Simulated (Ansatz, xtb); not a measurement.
CH3FTe: where a starting geometry ends

The starting geometry of this gas-phase singlet has its atoms placed at random.

```xyz
6

C     0.8433   -0.4179   -0.8047
F     0.7104   -1.7854   -0.0329
Te   -0.5107    0.2918    0.7729
H    -1.7576    0.3574   -0.6877
H     0.0745    2.0733   -0.1924
H    -0.9911   -1.4801    1.1328
```

Problem. One run relaxed it with r2SCAN-D4/def2-SVP. What is a likely outcome?

Solution. It ends as a structure given below by its coordinates. Distances that change by over a tenth: Te3–H4 (1.92 → 1.70 Å), Te3–H5 (2.11 → 1.77 Å). Contacts that close: C1–F2 (1.58 → 1.29 Å).

The energy falls by 2.76 eV over 12 steps:

| step | E − E(last) (eV) |
| --- | --- |
| 1 | 2.763 |
| 2 | 1.437 |
| 3 | 1.262 |
| 5 | 0.324 |
| 6 | 0.152 |
| 7 | 0.116 |
| 8 | 0.017 |
| 10 | 0.000 |
| 11 | 0.000 |
| 12 | 0.000 |

Final geometry (Å):

```xyz
6

C     1.2910   -0.6055   -0.3265
F     1.0877   -1.8753   -0.2567
Te   -0.5855    0.3672    0.5193
H    -2.1810    0.7668    0.0713
H    -0.0515    1.6979   -0.5163
H    -1.1920   -1.3121    0.6970
```

From the same start GFN2-xTB ends elsewhere, differing in C1–H5 (1.10 against 2.67 Å here), Te3–H5 (2.66 against 1.77 Å here).

From so rough a start the end depends on the optimiser's path, so another program may land elsewhere. The end wasn't checked by frequencies. Atoms past krypton carry core potentials, without spin–orbit terms. Run with Ansatz 0.2.0, 61 s on 1 thread of AMD EPYC (Zen 3), with other jobs on the host.
